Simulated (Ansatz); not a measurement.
Program: Ansatz. Geometries: PBE0-D4/def2-TZVP. ΔE: electronic, gas phase. CCSD(T)/CBS adds triple-zeta CCSD(T) − MP2 to the extrapolated MP2 energy (def2 sets, frozen cores). Functionals use def2-TZVPP. For Ge outer-core shells are correlated without core-valence functions, which leaves a few kJ/mol of doubt a bond. Scalar relativity is left out up to krypton. One conformer a species, not always the lowest.

Consider the redistribution: `[F][GeH2][CH2][SiH3]` + `F[SiH](Cl)Cl` → `[F][GeH2][Cl]` + `F[SiH](Cl)C[SiH3]`.

**Question.** Is it downhill or uphill in electronic energy at CCSD(T)/CBS, and by how much? (Best estimate.)

**Answer.** Computed: Uphill: ΔE = +10.4 kJ/mol.

**Question.** What do these levels give: ωB97X-V, B2PLYP, r2SCAN, HF/def2-TZVPP, HF/CBS(def2), CCSD/CBS(def2)? (An estimate is asked.)

**Answer.** Ansatz gave: ωB97X-V 3.4, B2PLYP 4.5, r2SCAN 4.0, HF/def2-TZVPP -2.1, HF/CBS(def2) -2.6, CCSD/CBS(def2) 9.8 kJ/mol.

Largest T1 diagnostic among the species: 0.011.

In def2-TZVPP, CCSD(T) changes the Hartree–Fock value by +9.0 kJ/mol (the triples alone add +0.6 kJ/mol) and MP2 by +11.5 kJ/mol.
